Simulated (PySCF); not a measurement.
# Be+ (beryllium, charge +1) across methods

[He] 2p1, 2P determinant (an excited configuration). Computed with PySCF 2.14 in aug-cc-pVTZ (5s4p3d2f, 46 functions), with the non-relativistic Hamiltonian (point nucleus).

```json
{"method": "LDA", "E (hartree)": "-13.9860", "mean ε 1s α (eV)": "-116.53", "mean ε 1s β (eV)": "-116.22", "mean ε 2p α (eV)": "-10.674", "Σ⟨r²⟩ (bohr²)": "7.118", "⟨S²⟩": "0.750"}
{"method": "r2SCAN", "E (hartree)": "-14.1954", "mean ε 1s α (eV)": "-120.28", "mean ε 1s β (eV)": "-120.06", "mean ε 2p α (eV)": "-11.004", "Σ⟨r²⟩ (bohr²)": "7.007", "⟨S²⟩": "0.750"}
{"method": "UHF", "E (hartree)": "-14.13056", "mean ε 1s α (eV)": "-140.18", "mean ε 1s β (eV)": "-139.90", "mean ε 2p α (eV)": "-14.140", "Σ⟨r²⟩ (bohr²)": "7.287", "⟨S²⟩": "0.750"}
{"method": "PBE0", "E (hartree)": "-14.1742", "mean ε 1s α (eV)": "-123.71", "mean ε 1s β (eV)": "-123.40", "mean ε 2p α (eV)": "-11.789", "Σ⟨r²⟩ (bohr²)": "7.069", "⟨S²⟩": "0.750"}
{"method": "M06-2X", "E (hartree)": "-14.1936", "mean ε 1s α (eV)": "-129.05", "mean ε 1s β (eV)": "-128.93", "mean ε 2p α (eV)": "-12.412", "Σ⟨r²⟩ (bohr²)": "7.205", "⟨S²⟩": "0.750"}
{"method": "PBE", "E (hartree)": "-14.1712", "mean ε 1s α (eV)": "-117.99", "mean ε 1s β (eV)": "-117.67", "mean ε 2p α (eV)": "-10.891", "Σ⟨r²⟩ (bohr²)": "7.046", "⟨S²⟩": "0.750"}
{"method": "BHandHLYP", "E (hartree)": "-14.1976", "mean ε 1s α (eV)": "-129.67", "mean ε 1s β (eV)": "-129.42", "mean ε 2p α (eV)": "-12.575", "Σ⟨r²⟩ (bohr²)": "7.022", "⟨S²⟩": "0.750"}
{"method": "MN15", "E (hartree)": "-14.2014", "mean ε 1s α (eV)": "-123.06", "mean ε 1s β (eV)": "-122.69", "mean ε 2p α (eV)": "-11.772", "Σ⟨r²⟩ (bohr²)": "7.217", "⟨S²⟩": "0.750"}
{"method": "B3LYP", "E (hartree)": "-14.2081", "mean ε 1s α (eV)": "-122.89", "mean ε 1s β (eV)": "-122.64", "mean ε 2p α (eV)": "-11.649", "Σ⟨r²⟩ (bohr²)": "6.973", "⟨S²⟩": "0.750"}
```
